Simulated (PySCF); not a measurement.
## Ga(2+) (gallium, charge +2): UHF calculation

Configuration: [Ar] 3d10 4d1, 2D determinant (an excited configuration). Computed with PySCF 2.14 in aug-cc-pVTZ-DK (7s6p4d2f, 59 functions), with scalar relativity by spin-free X2C-1e.

```
Total energy                                                  : -1940.656651 hartree
One-electron energy                                           : -2680.6004 hartree
Hartree (Coulomb) energy                                      : 814.0123 hartree
Exchange energy                                               : -74.0685 hartree
⟨S²⟩                                                          : 0.7500
⟨L²⟩                                                          : 6.000
Sum of ⟨r⟩                                                    : 18.77 bohr
Sum of ⟨r²⟩                                                   : 29.96 bohr²
Traceless quadrupole moment −½Σ⟨3z² − r²⟩ along its main axis : 5.04 e·bohr²
Langevin diamagnetic susceptibility                           : -23.7 ×10⁻⁶ cm³/mol
```

| shell | electrons | mean orbital energy (hartree) | spread (hartree) | rms radius, mean of both spins (bohr) |
| --- | --- | --- | --- | --- |
| 1s α | 1 | -384.61830 | 0 | 0.0560 |
| 1s β | 1 | -384.61826 | 0 | 0.0560 |
| 2s α | 1 | -50.19493 | 0 | 0.236 |
| 2s β | 1 | -50.19364 | 0 | 0.236 |
| 2p α | 3 | -43.65820 | 0.00041 | 0.211 |
| 2p β | 3 | -43.65693 | 0.00206 | 0.211 |
| 3s α | 1 | -7.49970 | 0 | 0.699 |
| 3s β | 1 | -7.49764 | 0 | 0.699 |
| 3p α | 3 | -5.45467 | 0.00201 | 0.736 |
| 3p β | 3 | -5.45237 | 0.00480 | 0.736 |
| 3d α | 5 | -2.09777 | 0.01175 | 0.876 |
| 3d β | 5 | -2.09432 | 0.00596 | 0.876 |
| 4d α | 1 | -0.46360 | 0 | 4.20 |

The outer electron is Rydberg-like, and this basis confines it to a smaller radius and binds it less than a complete one would.

Densities and radii are taken from the X2C orbitals without a picture-change correction, which distorts them close to the nucleus.

Spin-orbit constants ζ (cm⁻¹) from the X2C one-electron operator on these orbitals: bare nucleus, nucleus screened by l(l+1)(2l+1)/3 electrons, and screened by the Breit-Pauli mean field of the electrons.

| shell | bare | screened nucleus | mean field |
| --- | --- | --- | --- |
| 2p | 154500 | 144600 | 140100 |
| 3p | 19960 | 18670 | 17970 |
| 3d | 2129 | 1442 | 1324 |
| 4d | 58.97 | 39.95 | 34.85 |

To first order the Landé constant is A = 34.85 cm⁻¹, so the lowest level has J = 3/2 and lies 0.00648 eV below the centre of the term.
